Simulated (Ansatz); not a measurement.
Computed with Ansatz on PBE0-D4/def2-TZVP structures; ΔE is electronic, products minus reactants. CCSD(T)/CBS is the MP2 limit (def2-TZVPP, def2-QZVPP) plus CCSD(T) − MP2 in def2-TZVPP, frozen cores. For Se outer-core shells are correlated without core-valence functions, which leaves a few kJ/mol of doubt a bond. Scalar relativity is left out up to krypton. One conformer a species, not always the lowest.

Consider the formal exchange of groups at a B–Se bond: `B[Se]CC` + `C=CN(CC)C(C)(C)C` → `BN(CC)C(C)(C)C` + `C=C[Se]CC`.

```json
{"species": "`B[Se]CC`", "CCSD(T)/CBS(def2) energy (Eh)": "-2505.82915"}
{"species": "`C=CN(CC)C(C)(C)C`", "CCSD(T)/CBS(def2) energy (Eh)": "-369.34326"}
{"species": "`BN(CC)C(C)(C)C`", "CCSD(T)/CBS(def2) energy (Eh)": "-317.48601"}
{"species": "`C=C[Se]CC`", "CCSD(T)/CBS(def2) energy (Eh)": "-2557.70640"}
```

Task: Work out ΔE.

Result: ΔE = (-317.48601) + (-2557.70640) − (-2505.82915) − (-369.34326) = -0.02000 Eh = -0.54 eV.

Largest T1 diagnostic among the species: 0.012.

In def2-TZVPP, CCSD(T) changes the Hartree–Fock value by −0.05 eV (the triples alone add +0.01 eV) and MP2 by −0.04 eV.
